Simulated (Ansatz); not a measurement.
A structure relaxed at PBE-D4/def2-SVP in Ansatz, charge 0, singlet:

Cartesian coordinates in Å:
```
S 6.687 0.643 2.171
C 5.144 0.025 1.594
S 3.687 0.953 1.743
C 2.715 -0.212 0.891
C 1.307 0.027 0.685
S 0.756 1.596 0.178
C -0.924 1.150 0.182
C -1.931 2.127 -0.156
S -1.842 3.738 0.493
C -3.284 4.270 -0.308
S -3.908 5.897 -0.069
C -3.851 3.221 -1.060
C -5.035 3.264 -1.855
C -5.403 2.146 -2.581
C -4.607 0.958 -2.557
C -3.461 0.878 -1.785
C -3.068 2.000 -0.994
C -1.068 -0.206 0.568
C -2.282 -0.926 0.787
C -2.227 -2.230 1.247
C -0.976 -2.860 1.528
C 0.219 -2.186 1.349
C 0.203 -0.846 0.854
C 3.515 -1.310 0.483
C 3.131 -2.436 -0.307
C 4.075 -3.398 -0.626
C 5.430 -3.281 -0.185
C 5.846 -2.189 0.555
C 4.901 -1.174 0.895
H 6.625 0.159 3.452
H -3.403 6.467 -1.209
H -5.626 4.192 -1.875
H -6.314 2.170 -3.198
H -4.910 0.096 -3.172
H -2.845 -0.033 -1.784
H -3.248 -0.433 0.608
H -3.161 -2.785 1.422
H -0.967 -3.890 1.915
H 1.176 -2.661 1.602
H 2.096 -2.522 -0.668
H 3.783 -4.264 -1.239
H 6.152 -4.067 -0.454
H 6.891 -2.070 0.881
```

Problem. Give its formula, name or SMILES.

Solution. `Sc1sc(-c2sc(-c3sc(S)c4ccccc34)c3ccccc23)c2ccccc12`.

Problem. Summarise the bond lengths by kind (pairs closer than 1.2 times the sum of covalent radii, bridged metal pairs left out).

Solution. 26 × C–C 1.38 to 1.45 Å; 8 × C–S 1.73 to 1.76 Å; 12 × C–H 1.10 Å; 2 × H–S 1.37 Å.

Single mean-field runs in def2-SVP are fitted with def2-universal-jkfit.
